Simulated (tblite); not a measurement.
Compound: C₄H₁₃GeSi (doublet state).
SMILES with atom numbers: `[CH3:1][CH:2]([CH3:3])[C@H:4]([SiH2:5])[GeH3:6]` (hydrogens: H7, H8, H9 on C1; H10 on C2; H11, H12, H13 on C3; H14 on C4; H15, H16 on Si5; H17, H18, H19 on Ge6)

Computed with GFN2-xTB (tblite), gas phase: L-BFGS steps from a force-field or distance-geometry start until the largest atomic force falls under 0.01 eV/Å.

At the end of the run (lengths in Å): Ge6–H18 1.499, C4–Si5 1.909, Ge6–H17 1.505, Ge6–H19 1.498, C3–H13 1.088, C1–H7 1.088, C2–C4 1.527, Si5–C4–Ge6 105.5°, C2–C4–Ge6 116.6°, C3–C2–C4 111.4°, C2–C4–Si5 113.0°, C1–C2–C4–Si5 -170°, H14–C4–Si5–H15 47°, H15–Si5–C4–C2 165°.

**Question.** These geometries were met on the way; a selection of coordinates is given. Order them by energy above the end point, lowest first.
A. Ge6–H18 1.492, C4–Si5 1.901, Ge6–H17 1.493, Ge6–H19 1.487, C3–H13 1.089, C1–H7 1.090, C2–C4 1.529, Si5–C4–Ge6 108.3°, C2–C4–Ge6 115.6°, C3–C2–C4 112.7°, C2–C4–Si5 113.2°, C1–C2–C4–Si5 -165°, H14–C4–Si5–H15 59°, H15–Si5–C4–C2 176°
B. Ge6–H18 1.498, C4–Si5 1.909, Ge6–H17 1.502, Ge6–H19 1.495, C3–H13 1.088, C1–H7 1.087, C2–C4 1.528, Si5–C4–Ge6 107.8°, C2–C4–Ge6 115.5°, C3–C2–C4 112.3°, C2–C4–Si5 113.8°, C1–C2–C4–Si5 -166°, H14–C4–Si5–H15 59°, H15–Si5–C4–C2 176°
C. Ge6–H18 1.541, C4–Si5 1.890, Ge6–H17 1.540, Ge6–H19 1.531, C3–H13 1.101, C1–H7 1.099, C2–C4 1.540, Si5–C4–Ge6 108.2°, C2–C4–Ge6 114.4°, C3–C2–C4 113.9°, C2–C4–Si5 112.4°, C1–C2–C4–Si5 -166°, H14–C4–Si5–H15 57°, H15–Si5–C4–C2 177°
D. Ge6–H18 1.554, C4–Si5 1.862, Ge6–H17 1.550, Ge6–H19 1.539, C3–H13 1.127, C1–H7 1.120, C2–C4 1.556, Si5–C4–Ge6 108.8°, C2–C4–Ge6 113.8°, C3–C2–C4 113.6°, C2–C4–Si5 112.4°, C1–C2–C4–Si5 -166°, H14–C4–Si5–H15 58°, H15–Si5–C4–C2 177°
E. Ge6–H18 1.510, C4–Si5 1.914, Ge6–H17 1.514, Ge6–H19 1.508, C3–H13 1.084, C1–H7 1.082, C2–C4 1.530, Si5–C4–Ge6 107.8°, C2–C4–Ge6 115.3°, C3–C2–C4 113.3°, C2–C4–Si5 112.8°, C1–C2–C4–Si5 -166°, H14–C4–Si5–H15 58°, H15–Si5–C4–C2 176°

**Answer.** B (0.018 eV), A (0.031 eV), E (0.058 eV), C (0.116 eV), D (0.205 eV).

| step | E above end (eV) | rms distance from the end, all atoms (Å) | largest force (eV/Å) | rms shift of all bonds from the end (Å) |
| --- | --- | --- | --- | --- |
| 10 | 0.018 | 0.113 | 0.142 | 0.002 |
| 6 | 0.031 | 0.120 | 0.170 | 0.007 |
| 3 | 0.058 | 0.125 | 0.301 | 0.006 |
| 1 | 0.116 | 0.129 | 0.558 | 0.018 |
| 0 | 0.205 | 0.131 | 1.201 | 0.028 |

Rows stand in the order of the answer.
